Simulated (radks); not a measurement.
The numbers below are computed, except where a source is named.
Coulomb parameter of the 4f shell of the terbium ion Tb+ in the model configuration [Xe] 4f9 6s1, as a second difference U = [E(n + 0.25) + E(n - 0.25) - 2 E(n)] / (0.25)^2 with all orbitals relaxed. "Bare": the charge of the atom changes with n. "Screened": the 6s shell takes up the change at fixed total charge, which measures U(4f,4f) + U(6s,6s) - 2 U(4f,6s). Level of theory: scalar-relativistic Kohn-Sham, r2SCAN, spin-unpolarised, spherical densities, finite nucleus; meta-GGA in the generalised Kohn-Sham scheme; Fermi nuclear charge, rms radius 5.06 fm (a radial shooting solver on a logarithmic mesh with Libxc functionals).

case                 configuration  E - E(n) (eV)
start                 [Xe] 4f9 6s1          0.000
bare +0.25         [Xe] 4f9.25 6s1         -1.869
bare -0.25         [Xe] 4f8.75 6s1          2.767
screened +0.25  [Xe] 4f9.25 6s0.75          0.014
screened -0.25  [Xe] 4f8.75 6s1.25          0.338

U(bare) = 14.364 eV, U(screened by 6s) = 5.630 eV, against the Slater integral F0(4f,4f) = 28.758 eV with frozen orbitals.
